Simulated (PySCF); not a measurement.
## `[C@H]1(F)CC[C@]2(CF)[C@H]1C2`, C7H10F2

Cartesian coordinates in Å; atom numbers follow the order of the lines, from 1:
```xyz
19

F     1.731   -0.840    2.050
C     1.987   -0.168    0.875
C     0.723    0.012    0.080
C     0.025   -1.249   -0.402
C    -1.423   -0.828   -0.676
C    -1.684    0.386    0.227
F    -2.557    1.265   -0.390
C    -0.332    1.013    0.469
C     0.525    1.250   -0.743
H     2.429    0.793    1.154
H     2.719   -0.773    0.327
H     0.062   -1.994    0.395
H     0.502   -1.670   -1.288
H    -2.128   -1.635   -0.483
H    -1.549   -0.514   -1.712
H    -2.163    0.110    1.174
H    -0.226    1.660    1.327
H     0.081    1.165   -1.721
H     1.272    2.026   -0.671
```

Computed with GIAO PBE0/pcSseg-1 magnetisability, rotational g tensor and spin-rotation constants, non-relativistic, gas phase (PySCF). Geometry: GFN2-xTB.

Q: What are the magnetisability and the molar susceptibility?

A: Isotropic -1461 × 10⁻³⁰ J/T², or -88.0 × 10⁻⁶ cm³/mol; principal values -1533, -1453, -1397 × 10⁻³⁰ J/T², anisotropy 118 × 10⁻³⁰ J/T² (root of half the summed squared differences of the principal values). The susceptibility is in cgs units.

Q: Split it along the inertial axes a, b, c into diamagnetic and paramagnetic parts about the centre of mass, with the quadrupole moment.

A: 
| axis | χ (10⁻⁶ cm³/mol) | diamagnetic (10⁻⁶ cm³/mol) | paramagnetic (10⁻⁶ cm³/mol) | summed x² of all electrons (Å²) | quadrupole Θ (D Å) |
| --- | --- | --- | --- | --- | --- |
| a | -90.9 | -511.2 | 420.3 | 216.9 | -10.72 |
| b | -88.0 | -1133.4 | 1045.4 | 70.3 | +6.59 |
| c | -84.9 | -1218.5 | 1133.6 | 50.2 | +4.13 |

Anisotropies 2χaa − χbb − χcc = -8.9 and 2χbb − χaa − χcc = -0.2 × 10⁻⁶ cm³/mol. Θ is traceless in Buckingham's convention.

Q: And the rotational g tensor?

A: 
| axis | rotational constant (GHz) | g | nuclear part | electronic part |
| --- | --- | --- | --- | --- |
| a | 3.1221 | 0.0000 | 0.6165 | -0.6165 |
| b | 1.0879 | -0.0067 | 0.5276 | -0.5343 |
| c | 1.0190 | -0.0071 | 0.5356 | -0.5427 |

Asymmetric top; isotopes 12C, 19F, 1H; no vibrational averaging.
